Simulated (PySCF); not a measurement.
# Dipole response of Te⁺ (tellurium, charge +1)

[Kr] 4d10 5s2 5p3, high-spin 4S determinant. Calculation: PySCF 2.14, in x2c-QZVPPall with one added diffuse shell each of s, p, d, f type (14s10p8d5f1g, 128 functions); the spin-free X2C one-electron Hamiltonian (Gaussian nucleus). Coupled (time-dependent) response in atomic units; α is the mean over directions.

```
   method  mean α (bohr³)  C₆ (like pair)  S(−4)
BHandHLYP           21.94           186.0  101.4
```

S(−4) is the Cauchy moment in α(ω) = α(0) + S(−4) ω² + …

α(iu) at BHandHLYP:

```
u (hartree)  α(iu) (bohr³)
          0          21.94
     0.0500          21.69
      0.100          20.98
      0.200          18.59
      0.300          15.74
      0.500          10.85
      0.750          7.090
       1.00          5.010
       1.50          2.997
       2.00          2.072
       3.00          1.215
       5.00         0.5828
```

A single London oscillator, α(iu) = α/(1 + u²/ω²), gives C₆ = (3/4) ω α². Matching the computed C₆ needs ω = 4 × 186.0 / (3 × 21.94²) = 0.515 hartree.

For an ion, C₆ is the dispersion term alone; charge-induced terms of lower order in 1/R come first.
